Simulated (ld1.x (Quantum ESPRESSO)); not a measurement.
# platinum (Pt): one change to a TM semilocal potential, before and after

| Property | Result |
| --- | --- |
| Element | platinum |
| Generator | ld1.x (Quantum ESPRESSO) 7.5 |
| Type | norm-conserving Troullier–Martins (semilocal form) |
| Functional | PBE |
| Relativity | scalar-relativistic |
| Frozen core | [Xe] 4f14 |
| Valence charge | 10 |
| Reference configuration | 5d9 6s1 6p0 |
| Partial waves | 6s (bound): rc 2.45 bohr; 5d (bound): rc 1.65 bohr; 6p (bound, empty): rc 3.70 bohr |
| Local potential | the p channel |
| Core correction | none |

Change: all radii scaled by about 0.87 (s 2.12, p 3.22, d 1.44 bohr).

Cutoffs: the cutoffs (Ry, on a coarse ladder) from which the occupation-weighted sum of valence levels, in a spherical-Bessel basis at the reference potential, stays within 10 and 1 mRy of its value at 400 Ry; they do not see the model core or the augmentation charge, which bear on the density cutoff. Errors are all-electron minus pseudo energies relative to the spin-unpolarised reference configuration.

Q: How do hardness, ghosts and transferability respond?

A: The potential gets harder (40 Ry and 60 Ry → 40 Ry and 80 Ry); of the 7 tests that both files solve, the error grows in 0 and shrinks in 2 by more than 15 % and 0.3 meV (median size 9.3 → 6.5 meV); neither file shows a bound ghost. A smaller radius makes the pseudo-wave follow the all-electron one further in, where it bends more sharply, so more plane waves are needed. A semilocal file is local in each channel, so a ghost entry of none says nothing of the separable form that plane-wave codes build from it.

| quantity | base | changed |
| --- | --- | --- |
| cutoff, loose | 40 Ry | 40 Ry |
| cutoff, tight | 60 Ry | 80 Ry |
| bound ghosts | none | none |
| error for 5d9 6s0 6p0, meV [ΔE 9.19 eV] | -0.3 | +0.3 |
| error for 5d8 6s0 6p0, meV [ΔE 29.16 eV] | +28 | +28 |
| error for 5d7 6s0 6p0, meV [ΔE 61.38 eV] | +9.3 | +6.5 |
| error for 5d10 6s0 6p0, meV [ΔE -0.02 eV] | -27 | -27 |
| error for 5d9 6s0 6p1, meV [ΔE 5.05 eV] | +3.0 | +0.7 |
| error for 5d6 6s0 6p0, meV [ΔE 107.03 eV] | -117 | -123 |
| error for 5d9 6s0.5 6p0, meV [ΔE 3.69 eV] | -1.3 | -1.2 |
